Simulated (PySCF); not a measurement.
C6H7, SMILES [C]1=CC=CCC1, multiplicity 2.

The structure is a stationary point at PBE-D3(BJ)/def2-SVP. The isomer is the one that the SMILES or the coordinates give; other isomers of the formula were not compared. The values are those of a single conformer.

Level of theory: SMD-M06-2X/def2-SVP (PySCF).

Solvation free energies are E(SMD) − E(gas) at the gas-phase geometry, for 1 M in both phases. In vacuum the dipole moment is 0.98 D.

```json
[
 {"solvent": "water", "ΔG(solv) (kcal/mol)": "…", "its non-electrostatic (CDS) part": "…", "dipole (D)": "…"},
 {"solvent": "dimethylsulfoxide", "ΔG(solv) (kcal/mol)": "-3.6", "its non-electrostatic (CDS) part": "-0.3", "dipole (D)": "1.45"},
 {"solvent": "methanol", "ΔG(solv) (kcal/mol)": "-4.2", "its non-electrostatic (CDS) part": "-0.9", "dipole (D)": "1.44"}
]
```

Question: Complete the blanks. (The exact figures need the calculation; the answer reports its results.)

Answer: 
- water, ΔG(solv) (kcal/mol): -0.5
- water, its non-electrostatic (CDS) part: 2.8
- water, dipole (D): 1.46
